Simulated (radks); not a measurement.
Results of a calculation; reference values are marked as such.
Task: All-electron atom: P+ in [Ne] 3p2 3d2 (not the ground configuration). Code: a radial shooting solver on a logarithmic mesh with Libxc functionals. Model: Dirac Kohn-Sham, LDA (Slater exchange, Perdew-Zunger correlation), spin-unpolarised, spherical densities, point nucleus; open shells fill j = l - 1/2 first. Some entries of the table are withheld. Estimate them.

orbital,occ.,eigenvalue (hartree),<r^2> (bohr^2),<r> (bohr)
1s1/2,2,(1),0.01453,0.1039
2s1/2,2,-7.08683,0.3226,0.5202
2p1/2,2,-5.32702,0.2916,0.4820
2p3/2,4,-5.29305,0.2941,0.4843
3s1/2,0,(2),3.480,1.738
3p1/2,2,-0.68451,4.574,1.977
3p3/2,0,-0.68151,4.601,1.983
3d3/2,2,-0.24503,10.35,2.913
3d5/2,0,-0.24494,10.35,2.914
4p1/2,0,(3),34.50,5.512
4p3/2,0,(4),34.65,5.524
4d3/2,0,(5),84.81,8.559
4d5/2,0,(6),84.85,8.561
4f5/2,0,-0.04211,143.5,11.10
4f7/2,0,-0.04211,143.5,11.10

Result: 
(1) 1s1/2 eigenvalue (hartree): -77.08040
(2) 3s1/2 eigenvalue (hartree): -1.03559
(3) 4p1/2 eigenvalue (hartree): -0.16513
(4) 4p3/2 eigenvalue (hartree): -0.16464
(5) 4d3/2 eigenvalue (hartree): -0.07358
(6) 4d5/2 eigenvalue (hartree): -0.07356
